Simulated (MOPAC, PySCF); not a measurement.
C8H20Sn, SMILES `[CH2]([Sn]([CH2]C)([CH2]C)[CH2]C)C`, neutral singlet in the gas phase. 

Cartesian coordinates (Å):
```xyz
29

C      0.2989     3.0917    -0.2873
C      1.1571     1.8395    -0.1606
Sn    -0.0039     0.0128    -0.0014
C     -1.3824     0.2127     1.6626
C     -0.6895     0.4780     2.9931
C      1.3160    -1.6778     0.3294
C      2.2532    -1.9491    -0.8406
C     -1.1052    -0.3288    -1.8401
C     -1.8510    -1.6570    -1.8576
H     -0.3469     3.0591    -1.1800
H     -0.3646     3.2237     0.5832
H      0.9093     4.0075    -0.3668
H      1.8078     1.8973     0.7277
H      1.8296     1.7333    -1.0279
H     -1.9863    -0.7086     1.7096
H     -2.0832     1.0272     1.4151
H     -0.0956     1.4064     2.9683
H      0.0009    -0.3367     3.2662
H     -1.4092     0.5800     3.8233
H      1.8851    -1.4829     1.2533
H      0.6830    -2.5563     0.5377
H      2.9071    -1.0872    -1.0518
H      2.9130    -2.8133    -0.6527
H      1.6986    -2.1651    -1.7685
H     -0.3846    -0.2719    -2.6727
H     -1.8006     0.5157    -1.9770
H     -2.5898    -1.7244    -1.0423
H     -1.1663    -2.5131    -1.7406
H     -2.4007    -1.8126    -2.8016
```
Charge 0, spin multiplicity 1.

All levels are single points at this geometry (PBE0-D4/def2-SVP); Pople sets use spherical d functions. Orbital energies aren't observables, and empty levels follow the basis.

PM6 in MOPAC gives gap (eV) = 10.64.

Question: Estimate the gap (eV) from each of these levels: B3LYP-D3(BJ)/def2-TZVP in PySCF; PBE-D3(BJ)/def2-TZVP in PySCF; PBE0-D4/def2-TZVP in PySCF; B3LYP/6-31G* (LANL2DZ on Sn) in PySCF; B3LYP/LANL2DZ in PySCF; BP86/6-31G* (LANL2DZ on Sn) in PySCF; M06-2X/6-31G* (LANL2DZ on Sn) in PySCF; PBE/6-31G* (LANL2DZ on Sn) in PySCF; SVWN5/6-31G* (LANL2DZ on Sn) in PySCF; HF/6-31G* (LANL2DZ on Sn) in PySCF; AM1 in MOPAC; PM7 in MOPAC.

Answer: 
| level | gap (eV) |
|---|---|
| B3LYP-D3(BJ)/def2-TZVP in PySCF | 7.13 |
| PBE-D3(BJ)/def2-TZVP in PySCF | 5.66 |
| PBE0-D4/def2-TZVP in PySCF | 7.63 |
| B3LYP/6-31G* (LANL2DZ on Sn) in PySCF | 8.14 |
| B3LYP/LANL2DZ in PySCF | 8.26 |
| BP86/6-31G* (LANL2DZ on Sn) in PySCF | 6.52 |
| M06-2X/6-31G* (LANL2DZ on Sn) in PySCF | 10.34 |
| PBE/6-31G* (LANL2DZ on Sn) in PySCF | 6.47 |
| SVWN5/6-31G* (LANL2DZ on Sn) in PySCF | 6.33 |
| HF/6-31G* (LANL2DZ on Sn) in PySCF | 14.65 |
| AM1 in MOPAC | 9.11 |
| PM7 in MOPAC | 11.46 |
